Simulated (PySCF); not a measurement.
Potential energy curve for IBr, singlet.

Levels: UKS-BLYP = unrestricted BLYP/def2-SVP, def2 effective core potentials past Kr run with PySCF 2.14.0; UHF/3-21G = unrestricted Hartree-Fock/3-21G in PySCF; UKS-B3LYP/LANL2DZ = unrestricted B3LYP/LANL2DZ, with its core potentials past Ne (PySCF); UHF/def2-SVP, def2 effective core potentials past Kr (PySCF); RHF/STO-3G = PySCF with restricted Hartree-Fock/STO-3G.

Energies are in kJ/mol, each relative to the lowest point of its own curve near equilibrium.

```csv
R / Å,UKS-BLYP,UHF/3-21G,UKS-B3LYP/LANL2DZ,UHF,RHF/STO-3G
1.99,397.5,557.4,541.2,372.7,500.6
2.11,201.4,312.0,305.9,177.7,245.3
2.21,103.2,179.7,178.8,82.8,116.4
2.31,44.7,93.2,95.8,?,41.8
2.39,18.1,48.5,52.5,7.7,10.9
2.46,5.5,23.0,27.3,0.0,0.0
2.54,0.0,6.2,9.8,0.6,1.6
2.60,0.6,0.5,2.9,6.1,10.5
2.68,5.9,0.0,0.0,18.0,30.1
2.83,?,?,8.6,35.2,83.1
3.03,58.9,7.8,35.7,46.6,169.6
3.30,99.4,12.9,75.3,52.7,288.1
3.68,140.9,16.9,107.3,54.0,?
4.11,170.6,16.9,119.7,52.4,521.3
4.43,184.3,16.8,122.7,?,563.7
4.97,195.9,17.6,125.1,52.6,602.3
5.39,198.3,18.1,125.4,52.9,618.8
6.10,199.5,18.4,125.6,53.2,636.9
6.60,199.6,18.5,125.7,53.3,646.4
7.33,199.8,?,125.7,53.4,657.6
```

Problem. Some entries are withheld; supply them.

Solution. 
- 2.31, UHF: 29.4
- 2.83, UKS-BLYP: 25.1
- 2.83, UHF/3-21G: 3.2
- 3.68, RHF/STO-3G: 423.8
- 4.43, UHF: 52.1
- 7.33, UHF/3-21G: 18.6

The unrestricted determinant behind UKS-BLYP, UKS-B3LYP/LANL2DZ is spin-contaminated at 3.03 to 7.33 Å (<S²> up to 1.0, against 0.00 for a pure singlet). The unrestricted determinant behind UHF/3-21G, UHF is spin-contaminated at 2.68 to 7.33 Å (<S²> up to 1.0, against 0.00 for a pure singlet). The restricted form behind RHF/STO-3G keeps the bonding electrons paired and can't separate into open-shell fragments.
